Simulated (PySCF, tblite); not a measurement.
Isomers of C6H11F2NSi. All values are computed: GFN2-xTB (tblite) harmonic vibrations without scaling, gas phase. This tight-binding method is rough: wavenumbers can miss measured ones by several per cent, in bad cases by 10 to 20. Modes of hydrogen on silicon can be 10 to 20 % off. One conformer each.

Electronic energies: PBE0/pcSseg-1 single points on the GFN2-xTB geometries (PySCF, gas phase).

```csv
SMILES,"electronic energy, lowest = 0 (kJ/mol)"
F[C@@H]1CCN[Si@H]1[C@@H]1C[C@@H]1F,130.4
[H]/N=C1\[C@H]([SiH2]C)C[C@@]1(F)CF,198.0
C=C1[SiH2]N(C)C[C@@H]1C(F)F,120.1
F[C@@H]1CCN[Si@@H]1[C@H]1C[C@@H]1F,133.7
C=C[Si@@H]1NCC[C@@H]1C(F)F,63.8
C=N[SiH2][C@H]1C[C@H](C(F)F)C1,187.2
C=C[Si@@H]1NCC[C@H]1C(F)F,68.3
C[C@@](CC#N)(CCF)[SiH2]F,0.0
```

How do GFN2-xTB zero-point energies change the relative energies?

```csv
SMILES,ZPE (kJ/mol),of it from modes above 1550 cm⁻¹,electronic (kJ/mol),"with ZPE, lowest = 0 (kJ/mol)",lowest mode (cm⁻¹),rings
C[C@@](CC#N)(CCF)[SiH2]F,416.7,203.4,0.0,0.0,42,0
C=C[Si@@H]1NCC[C@@H]1C(F)F,422.9,204.8,63.8,69.9,37,1
C=C[Si@@H]1NCC[C@H]1C(F)F,422.1,204.6,68.3,73.7,35,1
C=C1[SiH2]N(C)C[C@@H]1C(F)F,416.2,196.6,120.1,119.5,58,1
F[C@@H]1CCN[Si@H]1[C@@H]1C[C@@H]1F,426.5,195.7,130.4,140.2,32,2
F[C@@H]1CCN[Si@@H]1[C@H]1C[C@@H]1F,426.3,196.0,133.7,143.2,26,2
C=N[SiH2][C@H]1C[C@H](C(F)F)C1,413.9,197.0,187.2,184.3,31,1
[H]/N=C1\[C@H]([SiH2]C)C[C@@]1(F)CF,411.0,201.3,198.0,192.4,30,1
```

The zero-point energies span 15.5 kJ/mol, from `[H]/N=C1\[C@H]([SiH2]C)C[C@@]1(F)CF` to `F[C@@H]1CCN[Si@H]1[C@@H]1C[C@@H]1F`. The order is unchanged.

And how do the electronic energies of GFN2-xTB itself compare?

`C[C@@](CC#N)(CCF)[SiH2]F` 0.0; `C=C[Si@@H]1NCC[C@@H]1C(F)F` 125.3; `C=C[Si@@H]1NCC[C@H]1C(F)F` 126.9; `C=C1[SiH2]N(C)C[C@@H]1C(F)F` 77.0; `F[C@@H]1CCN[Si@H]1[C@@H]1C[C@@H]1F` 109.3; `F[C@@H]1CCN[Si@@H]1[C@H]1C[C@@H]1F` 115.4; `C=N[SiH2][C@H]1C[C@H](C(F)F)C1` 159.2; `[H]/N=C1\[C@H]([SiH2]C)C[C@@]1(F)CF` 207.8 kJ/mol, lowest = 0. Against the energies above, taken from the same isomer `C[C@@](CC#N)(CCF)[SiH2]F`, the largest difference is 61.5 kJ/mol.

What do entropy and thermal enthalpy add at 298.15 K and 1 bar (rigid rotor, harmonic oscillator, one conformer each)?

```json
{"SMILES": "C[C@@](CC#N)(CCF)[SiH2]F", "point group": "C1", "symmetry number": "1", "S (J/(mol K))": "457.4", "H − H(0) (kJ/mol)": "34.87", "ZPE + H − H(0) − TS (kJ/mol)": "315.2"}
{"SMILES": "C=C[Si@@H]1NCC[C@@H]1C(F)F", "point group": "C1", "symmetry number": "1", "S (J/(mol K))": "451.2", "H − H(0) (kJ/mol)": "33.00", "ZPE + H − H(0) − TS (kJ/mol)": "321.4"}
{"SMILES": "C=C[Si@@H]1NCC[C@H]1C(F)F", "point group": "C1", "symmetry number": "1", "S (J/(mol K))": "456.6", "H − H(0) (kJ/mol)": "33.50", "ZPE + H − H(0) − TS (kJ/mol)": "319.5"}
{"SMILES": "C=C1[SiH2]N(C)C[C@@H]1C(F)F", "point group": "C1", "symmetry number": "1", "S (J/(mol K))": "439.8", "H − H(0) (kJ/mol)": "32.52", "ZPE + H − H(0) − TS (kJ/mol)": "317.6"}
{"SMILES": "F[C@@H]1CCN[Si@H]1[C@@H]1C[C@@H]1F", "point group": "C1", "symmetry number": "1", "S (J/(mol K))": "439.2", "H − H(0) (kJ/mol)": "31.48", "ZPE + H − H(0) − TS (kJ/mol)": "327.1"}
{"SMILES": "F[C@@H]1CCN[Si@@H]1[C@H]1C[C@@H]1F", "point group": "C1", "symmetry number": "1", "S (J/(mol K))": "443.9", "H − H(0) (kJ/mol)": "31.70", "ZPE + H − H(0) − TS (kJ/mol)": "325.6"}
{"SMILES": "C=N[SiH2][C@H]1C[C@H](C(F)F)C1", "point group": "C1", "symmetry number": "1", "S (J/(mol K))": "461.0", "H − H(0) (kJ/mol)": "33.38", "ZPE + H − H(0) − TS (kJ/mol)": "309.8"}
{"SMILES": "[H]/N=C1\\[C@H]([SiH2]C)C[C@@]1(F)CF", "point group": "C1", "symmetry number": "1", "S (J/(mol K))": "466.9", "H − H(0) (kJ/mol)": "34.71", "ZPE + H − H(0) − TS (kJ/mol)": "306.5"}
```
